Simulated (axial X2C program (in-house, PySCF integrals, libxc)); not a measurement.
Potential curves of BeO⁻, spin-free

All values were computed with an in-house relativistic program for diatomic molecules. Spin-free means the one-electron spin-free X2C Hamiltonian. Basis: O dyall-av3z [7s6p3d2f], Be dyall-av3z [9s9p4d2f] (cores contracted in-house); Gaussian nuclei, density fitting, unrestricted open shells. Masses: O 15.995 u, Be 9.012 u.

State: M_S = 1/2, Λ = 0 (beyond evenly filled blocks: σα). Energies in kJ/mol from the fragments at the same level (O- + Be). Fits are polynomials in 1 − R0/R over 0.85 to 1.23 times the lowest point R0.

| R (Å) | PBE0 | MP2 | TPSS | CCSD(T) |
| --- | --- | --- | --- | --- |
| 1.1841 | -438.49 | -454.91 | -426.79 |  |
| 1.2385 | -489.92 | -512.55 | -481.54 | -452.57 |
| 1.2793 | -512.48 | -539.43 | -506.72 | -478.30 |
| 1.3202 | -524.33 | -555.31 | -521.29 | -493.08 |
| 1.3610 | -527.58 | -562.26 | -527.30 | -499.01 |
| 1.4086 | -522.89 | -561.43 | -525.87 | -497.17 |
| 1.4563 | -511.16 | -552.95 | -517.43 | -487.98 |
| 1.5175 | -488.62 | -533.27 | -499.10 | -468.19 |
| 1.5924 | -453.40 | -498.01 | -468.97 |  |
| 1.7012 | -394.39 | -423.55 | -417.01 |  |

Correlated methods: 9 electrons correlated (number of frozen shells: O 1 s; Be 1 s), 207 virtual spin orbitals or spinors in MP2, 90 natural virtuals in coupled cluster.

The state is a single determinant with fixed occupations, the lowest that a limited PBE0 search found. De is counted from the lowest determinant-based energies of the atoms at the same level, without counterpoise correction. Coupled cluster ran in a truncated set of natural virtual spinors; the MP2 energy of the rest was added. (T) has no such correction and the atoms are truncated less, which lowers De at CCSD(T) by a hundredth of an eV or more. The highest occupied level of some functionals is positive through self-interaction error; at Hartree–Fock it is bound. The determinant is spin-polarised beyond a pure state at some levels (its spin-free form has ⟨S²⟩ too high), which makes Re and μ there less reliable. Coupled cluster ran on the points near the minimum only. MP2 and coupled cluster on one determinant become unreliable at the stretched end.

Q: Fit the PBE0 curve near its minimum: give the equilibrium distance, the harmonic wavenumber and the well depth.

A: At PBE0, spin-free: Re = 1.359 Å, ωe ≈ 1420 cm⁻¹, De = 5.47 eV to O- + Be; Be follows as 1.58 cm⁻¹.

Q: What are Re, ωe and De at the MP2 level?

A: At MP2, spin-free: Re = 1.380 Å, ωe ≈ 1380 cm⁻¹, De = 5.83 eV to O- + Be; Be follows as 1.54 cm⁻¹.

Q: Fit the TPSS curve near its minimum: give the equilibrium distance, the harmonic wavenumber and the well depth.

A: At TPSS, spin-free: Re = 1.376 Å, ωe ≈ 1350 cm⁻¹, De = 5.47 eV to O- + Be; Be follows as 1.54 cm⁻¹.

Q: Fit the CCSD(T) curve near its minimum: give the equilibrium distance, the harmonic wavenumber and the well depth.

A: At CCSD(T), spin-free: Re = 1.374 Å, ωe ≈ 1380 cm⁻¹, De = 5.18 eV to O- + Be; Be follows as 1.55 cm⁻¹.
